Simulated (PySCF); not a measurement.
# Exercise with solution: oscillator strength and radiative lifetime

CH7FOSi2, SMILES [SiH2](O[SiH2]C)F.

Geometry: ωB97X-D3(BJ)/def2-SVP. The structure was generated by enumeration, and PubChem lists no compound with its InChIKey, so it may never have been made. One conformer was computed; it need not be the lowest.

TDA-PBE/def2-SVPD run with PySCF puts the first singlet state with f over 0.02 at 7.79 eV (vertical), with the transition dipole (-0.546, -0.255, -0.153) in atomic units.

Question: Find the oscillator strength, the wavelength and the radiative lifetime that this transition would have in vacuum if emission retraced absorption.

Answer: 
|μ|² = 0.3866 au, so |μ| = 1.58 D. ΔE = 7.79/27.211 = 0.2863 hartree. f = (2/3) ΔE |μ|² = 0.074 (the program prints 0.074).
λ = 1239.84/7.79 = 159 nm; ν = 62831 cm⁻¹.
Einstein's coefficient A = 0.6670 ν² f s⁻¹ (ν in cm⁻¹) = 1.9e8 s⁻¹, so τ = 1/A = 5.1 ns. This state is S8; the lower singlets have f = 0.004, 0.006, 0.005, 0.009, 0.017, 0.002, 0.014. The figure is the radiative limit of this one transition; relaxation, internal conversion, crossing to triplets and a medium change what is measured.
